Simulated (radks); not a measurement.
The lithium ion Li+ inside a hard spherical wall (all orbitals vanish at R), configuration held at [He] and not refilled when levels cross. All-electron calculation, scalar-relativistic Kohn-Sham, PBE, spin-polarised, spherical densities, point nucleus. Program: a radial shooting solver on a logarithmic mesh with Libxc functionals. Eigenvalues in eV for spin up, with the zero of energy where the potential of the charges vanishes at infinity; a dash marks a level that is unbound or too diffuse for the functional's potential to be trusted. A positive occupied level is held by the wall or, in an anion where self-interaction has pushed it up, behind a barrier. The pressure on the wall is -dE/dV.

| R (bohr) | E (hartree) | kinetic (hartree) | e(1s) | e(2s, empty) | e(2p, empty) | pressure (GPa) |
|---|---|---|---|---|---|---|
| free | -7.25756 | 7.218 | -60.415 | - | - | 0 |
| 8 | -7.25756 | 7.218 | -60.415 | - | - | < 0.0001 |
| 4 | -7.25753 | 7.218 | -60.412 | -2.556 | -0.884 | 0.0129 |
| 3.5 | -7.25740 | 7.220 | -60.402 | 0.558 | 1.393 | 0.119 |
| 2.5 | -7.25012 | 7.280 | -60.037 | 18.552 | 12.938 | 10.5 |
| 2 | -7.20985 | 7.519 | -58.580 | 45.590 | 28.600 | 103 |
| 1.5 | -6.95989 | 8.555 | -51.968 | 115.36 | 66.624 | 1140 |
